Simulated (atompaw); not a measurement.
What one change does to a pseudopotential (Tl, PAW (atompaw))

```
Element                 : thallium
Generator               : atompaw 4.2.0.5
Type                    : PAW
Functional              : PBE
Relativity              : scalar-relativistic
Frozen core             : [Xe] 4f14 5d10
Valence charge          : 3
Reference configuration : 6s2 6p0 (charge +1)
Partial waves           : 6s (bound): rc 2.95 bohr; 6s channel at 1.3 Ry: rc 1.90 bohr; 6p (bound, empty): rc 2.95 bohr; 6p channel at 0.1 Ry: rc 2.95 bohr; 6d channel at -0.05 Ry: rc 2.60 bohr; 6d channel at 1.65 Ry: rc 2.60 bohr
Local potential         : bessel scheme, radius 2.40 bohr
Core correction         : smooth core density matched at 2.80 bohr
Augmentation charge     : besselshape compensation charge, radius 2.25 bohr; PAW radius 2.95 bohr; waves and projectors: custom rrkj gramschmidtortho
```

Change: reference 6s2 6p1; removed wave 6d channel at 1.65 Ry: rc 2.60 bohr.

Cutoffs: the cutoffs (Ry, on a coarse ladder) from which the occupation-weighted sum of valence levels, in a spherical-Bessel basis at the reference potential, stays within 10 and 1 mRy of its value at 400 Ry; they do not see the model core or the augmentation charge, which bear on the density cutoff.

Q: What does the change do?

A: Both files are so soft that the ladder of cutoffs tells neither apart; both files keep a bound ghost (d); the range in which the d phases agree narrows (upper end 4.9 → 0.6).

```csv
quantity,base,changed
"cutoff, loose",6 Ry,6 Ry
"cutoff, tight",6 Ry,6 Ry
bound ghosts,d,d
s: phases at 2.97 bohr within 0.05 rad from the reference energy up to (Ry; the scan ends near 5),2.1,2.3
p: phases at 2.97 bohr within 0.05 rad from the reference energy up to (Ry; the scan ends near 5),2.8,3.2
d: phases at 2.97 bohr within 0.05 rad from the reference energy up to (Ry; the scan ends near 5),4.9,0.6
lowest overlap eigenvalue by channel,"s 0.46, p 0.57, d 0.82","s 0.39, p 0.60, d 0.04"
```

 A true bound ghost makes a file unfit for plane-wave use even where its test errors are small: the radial tests pick states by their node count and pass the ghost by. The cutoffs see the waves, projectors and local potential, not the compensation charge or the core.
